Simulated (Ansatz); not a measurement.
Ideal-gas functions of `[CH3][Zr]([OH])([Cl])[I]` at 800 K and 1 bar, from an Ansatz frequency run at PBE0-D4/def2-TZVP.

Molar mass 285.62 g/mol, point group C1 (symmetry number 1), electronic degeneracy 1, moments of inertia 269.253, 805.229, 892.797 u Å². Harmonic wavenumbers (cm⁻¹, unscaled): 71, 94, 102, 116, 127, 153, 233, 255, 295, 393, 483, 514, 533, 749, 1169, 1405, 1407, 3017, 3109, 3111, 3981.

Use S(trans) = R[1.5 ln M + 2.5 ln T − 1.1517]; rotational temperatures θ = 24.2544 K / I; S(rot) = R[ln(√π/σ · √(T³/θAθBθC)) + 1.5]; for each mode x = 1.438777 ν̃/T, S = R[x/(eˣ − 1) − ln(1 − e⁻ˣ)] and H = RT x/(eˣ − 1); 1 cm⁻¹ = 0.0119627 kJ/mol; R = 8.31446 J/(mol·K).

**Question.** By hand: the entropy, in J/(mol·K).

**Answer.** Translation 199.9. Rotation: θ = 0.0901, 0.0301, 0.0272 K, giving 140.2. Vibration, mode by mode: 25.43, 23.10, 22.43, 21.36, 20.61, 19.07, 15.61, 14.87, 13.68, 11.37, 9.74, 9.26, 8.98, 6.44, 3.52, 2.52, 2.51, 0.24, 0.21, 0.20, 0.05, in all 231.2. Electronic 0.0. Sum 571.3 J/(mol·K).

**Question.** By hand: H − E and G − E in kJ/mol, counted from the electronic energy.

**Answer.** Zero-point energy ½ × 21317 × 0.0119627 = 127.5; thermal vibration 77.0; translation, rotation and pV give 4 RT = 26.6. H − E = 231.1 kJ/mol, and G − E = 231.1 − 800 × 571.3/1000 = -225.9 kJ/mol.

Vibration gives 40 % of the entropy, 112.9 J/(mol·K) of it from the modes under 150 cm⁻¹: soft modes count most, and the harmonic formula is weakest for them. The sum counts one conformer and one mirror image; others add a mixing term.
